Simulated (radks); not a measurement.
The numbers below are computed, except where a source is named.
Q: All-electron atom: Mn+ in [Ar] 3d5 4s1. Level of theory: Dirac Kohn-Sham, BLYP, spin-unpolarised, spherical densities, finite nucleus; open shells are shared between the two j in proportion to 2j + 1; Fermi nuclear charge, rms radius 3.7057 fm (a radial shooting solver on a logarithmic mesh with Libxc functionals). Some entries of the table are withheld. Estimate them.

orbital  occ.  eigenvalue (eV)  <r> (bohr)
1s1/2       2        -6438.758     0.06090
2s1/2       2        -751.9492      0.2793
2p1/2       2        -645.4176      0.2451
2p3/2       4        -634.9746      0.2480
3s1/2       2         -93.8553      0.8518
3p1/2       2         -63.5201      0.8984
3p3/2       4         -62.2447      0.9076
3d3/2       2         -14.9300         (1)
3d5/2       3         -14.8095         (2)
4s1/2       1              (3)       2.804

A: 
(1) 3d3/2 <r> (bohr): 1.187
(2) 3d5/2 <r> (bohr): 1.192
(3) 4s1/2 eigenvalue (eV): -11.9470
